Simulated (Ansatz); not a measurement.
Spectroscopic constants of CdS, multiplicity 3 (an upper state: multiplicity 1 came lower at CCSD(T)/def2-TZVPP on PBE0 minima). No spin–orbit coupling.

Constants: fifth-degree fit in 1/R to seven points, most abundant isotopes. In def2 and cc sets the state is the lowest found near the PBE0 minimum, followed along R.

The values were computed with Ansatz (Gaussian orbitals). Values without a source in brackets are computed. In def2 rows elements past Kr take small-core potentials, without spin–orbit coupling.

Energies at PBE0/def2-TZVPP:

| R (Å) | E (hartree) |
|---|---|
| 2.284396 | -565.77947538 |
| 2.345804 | -565.78236066 |
| 2.402300 | -565.78371196 |
| 2.466165 | -565.78407856 |
| 2.530030 | -565.78351549 |
| 2.603720 | -565.78204234 |
| 2.689692 | -565.77960046 |

### Question
With a reduced mass of 24.9646 u, find the minimum, the force constant and the constants.

### Answer
A fifth-degree polynomial in 1/R puts the minimum at r_e = 2.4563 Å with force constant 104 N/m. Then ω_e = (1/2πc)√(k/μ) = 265 cm⁻¹ and B_e = h/(8π²cμr_e²) = 0.1119 cm⁻¹; the cubic and quartic terms give α_e = 0.00081 and ω_e x_e = 1.8 cm⁻¹.

Ansatz is an electronic-structure program.
